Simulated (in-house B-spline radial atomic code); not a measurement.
HSE06 excitations of the carbon ion C²⁺

Method: HSE06. Computed with an all-electron radial atomic-structure program (B-spline basis): linear response of the closed shell [He] 2s2 with the functional's adiabatic kernel; scalar-relativistic (spin-free one-electron X2C), finite nucleus, no spin-orbit coupling, no double excitations, S, P, D and F terms only.

Command:
```bash
python run_td.py task.json out
```
Settings (radii: box in bohr, nucleus in fm):
```
Z                        6
electrons                4
configuration            [He] 2s2
hamiltonian              x2c
method                   hse06
box_radius               29.48
rms_radius               2.4702
intervals                75
```

Cost of the run: 0.5 s on 1 thread of Arm Neoverse N1 (shared host).

The lowest states, in the order of their Tamm-Dancoff energies; the method's threshold (minus the highest occupied level) is 41.63 eV. Labels give the largest channel, * marks a mixed state, and oscillator strengths are full-response dipole values. Semilocal kernels can invert the small singlet-triplet splittings of Rydberg terms. Energies in eV:

| state | full response | Tamm-Dancoff | oscillator strength |
| --- | --- | --- | --- |
| 2s → 2p 3P | 4.699 | 5.609 | - |
| 2s → 2p 1P | 11.888 | 12.559 | 0.747 |
| 2s → 3s 3S | ? | ? | - |
| 2s → 3s 1S | 29.335 | 29.355 | - |
| 2s → 3p 3P | 30.41 | 30.43 | - |
| 2s → 3p 1P | 30.78 | 30.80 | 0.215 |
| 2s → 3d 3D | 31.64 | 31.67 | - |
| 2s → 3d 1D | 32.24 | 32.25 | - |
| 2s → 4s 3S | ? | ? | - |
| 2s → 4s 1S | 36.16 | 36.16 | - |

**Question.** Where does 2s → 3s 3S lie?

**Answer.** At 28.205 eV in full response, 28.218 eV in Tamm-Dancoff.

**Question.** Where does 2s → 4s 3S lie?

**Answer.** At 35.89 eV in full response, 35.89 eV in Tamm-Dancoff.

**Question.** How large is the singlet-triplet splitting of 2s → 2p (P terms) in Tamm-Dancoff?

**Answer.** 6.95 eV, from the unrounded values.

**Question.** What polarisabilities and dispersion coefficient does the method give?

**Answer.** Dipole 4.281 bohr³, quadrupole 5.301 bohr⁵, C6 6.626 hartree·bohr⁶ for two such species.
